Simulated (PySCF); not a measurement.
PySCF input for C2H6BFN2, SMILES C/N=C/B(N)F, PBE0/pcSseg-1. Geometry optimised at B3LYP-D3(BJ)/def2-SVP. The structure was generated by enumeration; whether it is a known compound was not checked. The values are those of a single conformer.

```python
import numpy as np
from pyscf import gto, scf, dft
from pyscf.prop.nmr import rks as nmr

mol = gto.M(
    atom='''
    C     0.06622446    2.69343125   -0.00000000
    N    -0.34978953    1.31306810    0.00000000
    C     0.53148808    0.38975072   -0.00000000
    B     0.07210075   -1.12332448   -0.00000000
    N    -1.28296692   -1.43591864    0.00000000
    F     1.00365963   -2.09407898   -0.00000000
    H     1.16696338    2.83221122    0.00000000
    H    -0.35798400    3.20315053   -0.88220277
    H    -0.35798400    3.20315053    0.88220276
    H     1.61637080    0.64427570    0.00000001
    H    -1.65615088   -2.37656754   -0.00000000
    H    -1.96163571   -0.68202529   -0.00000000
    ''',
    basis='pcSseg-1',
    charge=0,
    spin=0,
    max_memory=1600,
    verbose=3,
)
mf = dft.RKS(mol, xc='pbe0')
mf.grids.level = 3
mf.conv_tol = 1e-10
mf.max_cycle = 100
mf.kernel()
n = nmr.NMR(mf)
n.verbose = 2
n.max_cycle_cphf = 60
sigma = n.kernel()
print('atom   isotropic/ppm   span/ppm')
for i, s in enumerate(sigma):
    w = np.linalg.eigvalsh((s + s.T) / 2)
    print(f'{mol.atom_symbol(i):2s}{i + 1:3d} {w.mean():14.3f} {w[2] - w[0]:11.3f}')
```

Program output:

```
converged SCF energy = -313.729237749347
atom   isotropic/ppm   span/ppm
C   1        127.639      78.721
N   2       -181.660     885.260
C   3          6.784     190.840
B   4         75.781      41.231
N   5        187.193     122.830
F   6        302.116     280.597
H   7         28.316       4.759
H   8         27.215       5.750
H   9         27.215       5.750
H  10         23.256       2.932
H  11         28.466      13.227
H  12         27.126      14.233
```

Self-consistency was reached.

Cost: about 40 core-seconds (a rough figure).
